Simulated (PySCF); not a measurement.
PySCF input file for C4H6BF, SMILES FB(CC)C#C, PBE/pcSseg-1. Coordinates come from a PBE-D3(BJ)/def2-SVP optimisation. This is a generated structure with no PubChem entry under its InChIKey; it may be hypothetical. One conformer was computed; it need not be the lowest.

```python
import numpy as np
from pyscf import gto, scf, dft
from pyscf.prop.nmr import rks as nmr

mol = gto.M(
    atom='''
    C    -1.25674259    2.13084112   -0.00000000
    C    -0.38205978    1.26663646    0.00000000
    B     0.64990164    0.12819840   -0.00000000
    F     1.95192957    0.46622617    0.00000000
    C     0.26969805   -1.39715926   -0.00000000
    C    -1.21954679   -1.75305594   -0.00000000
    H    -2.01645891    2.90194685    0.00000000
    H     0.79284991   -1.85050527    0.87531058
    H     0.79284991   -1.85050526   -0.87531058
    H    -1.73400686   -1.33619491   -0.88940137
    H    -1.38619482   -2.84914830    0.00000000
    H    -1.73400686   -1.33619492    0.88940137
    ''',
    basis='pcSseg-1',
    charge=0,
    spin=0,
    max_memory=1600,
    verbose=3,
)
mf = dft.RKS(mol, xc='pbe')
mf.grids.level = 3
mf.conv_tol = 1e-10
mf.max_cycle = 100
mf.kernel()
n = nmr.NMR(mf)
n.verbose = 2
n.max_cycle_cphf = 60
sigma = n.kernel()
print('atom   isotropic/ppm   span/ppm')
for i, s in enumerate(sigma):
    w = np.linalg.eigvalsh((s + s.T) / 2)
    print(f'{mol.atom_symbol(i):2s}{i + 1:3d} {w.mean():14.3f} {w[2] - w[0]:11.3f}')
```

It prints:

```
converged SCF energy = -280.360362133097
atom   isotropic/ppm   span/ppm
C   1         73.636     202.971
C   2         89.085     292.198
B   3         48.499      86.523
F   4        156.920     493.365
C   5        159.063      27.354
C   6        168.140      17.468
H   7         27.888      11.309
H   8         29.939       9.402
H   9         29.939       9.402
H  10         29.789       8.531
H  11         29.917      11.303
H  12         29.789       8.531
```

Self-consistency was reached.
